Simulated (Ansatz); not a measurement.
Relaxation of C5H9NSi (16 atoms, charge 0, multiplicity 1), to a largest force component of 0.02 eV/Å in at most 50 steps.

Theory: UHF/STO-3G (Ansatz 0.2.0).

```xyz
16
Properties=species:S:1:pos:R:3:forces:R:3
C -0.635 -2.133 -0.986 2.25 -7.32 -3.50
C -0.353 -1.081 -0.439 -4.58 6.18 2.68
C 0.014 0.123 0.212 8.26 2.21 -1.69
C 1.129 0.898 -0.218 -2.00 0.33 2.37
Si 2.131 0.645 -1.692 2.34 -0.07 -1.16
N -0.676 0.443 1.360 -1.01 0.10 2.62
C -1.920 -0.140 1.759 -1.49 2.43 -0.63
H -0.939 -2.967 -1.498 -0.32 -1.87 -1.08
H 1.322 1.798 0.380 -0.22 -0.45 -0.46
H 3.100 1.776 -1.724 -1.15 -1.36 -0.20
H 1.320 0.655 -2.905 0.63 -0.13 0.78
H 2.916 -0.607 -1.560 -0.93 1.25 -0.42
H -0.555 1.390 1.699 0.44 0.32 0.17
H -1.378 -0.718 -0.366 -2.78 0.44 0.13
H -2.260 0.274 2.716 0.57 -0.66 0.28
H -2.714 0.117 1.033 -0.01 -1.40 0.10
```

Question: Where does it end, and by what steps?

Answer: It converged. Limits of this set-up: minimal basis. After 22 steps the energy has fallen by 5.026 eV; H16 moved furthest, 1.39 Å. The start is strongly strained (largest force component 8 eV/Å).

```csv
step,energy less start (eV),largest force component (eV/Å),accepted
0,0.0000,8.258,yes
1,-2.4633,5.242,yes
2,-3.3437,2.751,yes
3,-4.0344,2.356,yes
4,-4.5248,1.311,yes
5,-4.6731,0.519,yes
6,-4.7777,1.018,yes
7,-4.8600,0.469,yes
8,-4.9553,0.242,yes
9,-4.9923,0.262,yes
10,-4.9583,1.014,no
11,-5.0019,0.102,yes
12,-5.0047,0.125,yes
13,-5.0065,0.086,yes
14,-5.0100,0.111,yes
15,-5.0102,0.494,yes
16,-5.0170,0.169,yes
17,-5.0194,0.086,yes
18,-5.0237,0.032,yes
19,-5.0245,0.073,yes
20,-5.0253,0.036,yes
21,-5.0255,0.066,yes
22,-5.0256,0.019,yes
```

```xyz
16
Properties=species:S:1:pos:R:3
C -0.175 -1.643 -1.552
C -0.817 -0.878 -0.594
C -0.236 0.266 0.096
C 0.991 0.860 -0.218
Si 2.175 0.392 -1.559
N -1.061 0.883 1.114
C -1.713 0.110 2.127
H -0.537 -2.496 -2.112
H 1.255 1.713 0.394
H 3.238 1.338 -1.561
H 1.543 0.412 -2.834
H 2.722 -0.902 -1.333
H -0.606 1.713 1.508
H -1.838 -1.137 -0.329
H -2.335 0.694 2.799
H -2.106 -0.852 1.823
```

Time of the run: 35 s on 1 thread of Intel(R) Xeon(R) 6975P-C (Granite Rapids), on a shared host, peak memory 0.15 GiB.
